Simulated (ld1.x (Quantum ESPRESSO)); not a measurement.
## sulfur (S): one change to a TM semilocal potential, before and after

```json
{"Element": "S", "Generator": "ld1.x (Quantum ESPRESSO) 7.5", "Type": "norm-conserving Troullier–Martins (semilocal form)", "Functional": "LDA (PZ)", "Relativity": "scalar-relativistic", "Frozen core": "[Ne]", "Valence charge": "6", "Reference configuration": "3s2 3p4", "Partial waves": "3p (bound): rc 1.75 bohr; 3s (bound): rc 1.35 bohr", "Local potential": "the s channel", "Core correction": "a·sin(br)/r model core inside 0.65 bohr"}
```

Change: core correction a·sin(br)/r model core inside 0.90 bohr.

Cutoffs: the cutoffs (Ry, on a coarse ladder) from which the occupation-weighted sum of valence levels, in a spherical-Bessel basis at the reference potential, stays within 10 and 1 mRy of its value at 400 Ry; they do not see the model core or the augmentation charge, which bear on the density cutoff. Errors are all-electron minus pseudo energies relative to the spin-unpolarised reference configuration.

Problem. What does the change do?

Solution. The potential gets neither clearly harder nor softer (40 Ry and 60 Ry → 40 Ry and 60 Ry); of the 9 tests that both files solve, the error grows in 2 and shrinks in 0 by more than 15 % and 0.3 meV (median size 8.3 → 11.2 meV); neither file shows a bound ghost. A semilocal file is local in each channel, so a ghost entry of none says nothing of the separable form that plane-wave codes build from it. A wider model core is smoother and lowers the density cutoff, which this test does not measure.

```csv
quantity,base,changed
"cutoff, loose",40 Ry,40 Ry
"cutoff, tight",60 Ry,60 Ry
bound ghosts,none,none
"error for 3s2 3p3, meV [ΔE 11.86 eV]",+2.8,+2.8
"error for 3s2 3p2, meV [ΔE 34.24 eV]",+22,+22
"error for 3s2 3p1, meV [ΔE 68.39 eV]",+77,+78
"error for 3s1 3p5, meV [ΔE 10.24 eV]",0.0,+0.1
"error for 3s2 3p0, meV [ΔE 115.38 eV]",+192,+198
"error for 3s1 3p4, meV [ΔE 22.66 eV]",+4.6,+4.7
"error for 3s2 3p3.5, meV [ΔE 4.71 eV]",+0.3,+0.4
"error for 3s2 3p4 (spin-polarised), meV [ΔE -0.71 eV]",+8.3,+11
"error for 3s2 3p3 (spin-polarised), meV [ΔE 9.90 eV]",+26,+35
s: phases at 1.91 bohr within 0.05 rad from the reference energy up to (Ry; the scan ends near 5),4.1,4.1
p: phases at 1.91 bohr within 0.05 rad from the reference energy up to (Ry; the scan ends near 5),to the end of the scan,to the end of the scan
```
